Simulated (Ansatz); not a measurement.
Total energies of Se2S⁺ from Ansatz at r2SCAN-D4/def2-TZVP, gas phase (1 Eh = 27.2114 eV = 2625.5 kJ/mol). The reference geometry is relaxed at PBE0-D4/def2-TZVP.

```xyz
3

S     0.7974    0.8632    0.4843
Se    0.1339   -0.2547   -1.2266
Se   -0.9313   -0.6084    0.7423
```

| state | geometry | energy (Eh) |
| --- | --- | --- |
| charge 1 doublet | reference | -5200.95572 |
| charge 0 singlet | reference | -5201.26183 |
| charge 1 quartet | relaxed at PBE0-D4/def2-TZVP | -5200.93041 |

(1) Work out the vertical electron affinity, to the singlet.

(2) Which of the charge 1 states is lowest, and how far above it are the others?

(1) E(charge 1 doublet) − E(charge 0 singlet) = -5200.95572 − (-5201.26183) = 0.30611 Eh = 8.33 eV.

(2) The doublet. quartet: -5200.93041 − (-5200.95572) = 0.02531 Eh = 66.5 kJ/mol.

The structure comes from a short search, and lower isomers may exist.
